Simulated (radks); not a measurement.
Question: Ho+, configuration [Xe] 4f11 6s1. Calculated with a radial shooting solver on a logarithmic mesh with Libxc functionals: scalar-relativistic Kohn-Sham, PBE, spin-unpolarised, spherical densities, finite nucleus; Fermi nuclear charge, rms radius 5.2022 fm. Some entries of the table are withheld. Estimate them.

| orbital | occ. | eigenvalue (hartree) | r(max) (bohr) | <1/r> (bohr^-1) |
|---|---|---|---|---|
| 1s | 2 | -2039.371 | 0.01312 | 76.04 |
| 2s | 2 | -341.3295 | 0.07462 | 17.69 |
| 2p | 6 | -302.4485 | 0.06061 | (1) |
| 3s | 2 | -76.41870 | 0.2112 | 6.516 |
| 3p | 6 | -64.53351 | 0.2077 | 6.098 |
| 3d | 10 | (2) | 0.1696 | 5.782 |
| 4s | 2 | -15.28477 | 0.4838 | 2.749 |
| 4p | 6 | -11.37334 | 0.5055 | 2.518 |
| 4d | 10 | (3) | 0.5229 | 2.221 |
| 5s | 2 | -2.09249 | 1.135 | 1.037 |
| 5p | 6 | -1.19177 | 1.300 | 0.8592 |
| 4f | 11 | -0.35473 | 0.5237 | 1.600 |
| 6s | 1 | -0.32892 | 3.193 | 0.3414 |

Answer: 
(1) 2p <1/r> (bohr^-1): 16.38
(2) 3d eigenvalue (hartree): -49.44588
(3) 4d eigenvalue (hartree): -6.08762
